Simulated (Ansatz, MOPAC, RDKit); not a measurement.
Complex: H4Sn (SMILES [SnH4]) (first 5 atoms) with CH4 (SMILES C); geometry from B3LYP-D3(BJ)/def2-TZVP, rigid monomers moved along the line of their centres of mass till Sn1···C6 is 4.48 Å.
(charge 0, multiplicity 1):
```xyz
10

Sn     0.134     0.152    -0.088
H     -1.291     0.932     0.439
H      0.073    -1.501     0.339
H      0.262     0.294    -1.787
H      1.492     0.884     0.645
C     -0.172    -0.197     4.372
H      0.804     0.216     4.122
H     -0.259    -0.292     5.453
H     -0.953     0.468     4.004
H     -0.282    -1.178     3.912
```

Monomers are frozen at their geometry in the pair; levels with a basis set take the counterpoise correction. RDKit's UFF carries no charges.

Cores are frozen in the correlated methods. Filled d and f shells under p-block atoms count as core. CBS: X⁻³ extrapolation of the correlation energy, Hartree–Fock from the larger set. The state that PM3 reach isn't checked.

Codes used: Ansatz (Gaussian basis) for Hartree–Fock, density functionals and correlated methods; MOPAC for PM3 (differences of heats of formation); RDKit for the force fields. Values without a source in brackets are computed. In def2 rows elements past Kr take small-core potentials, without spin–orbit coupling.

Q: What interaction energy does PM3 give?

A: 38 meV

Q: Estimate the interaction energy that UFF returns for this input.

A: -31 meV

Q: What is the computed interaction energy (CCSD(T)/CBS(def2-SVPD, def2-TZVPPD))?

A: -25 meV

Ansatz is an electronic-structure program.
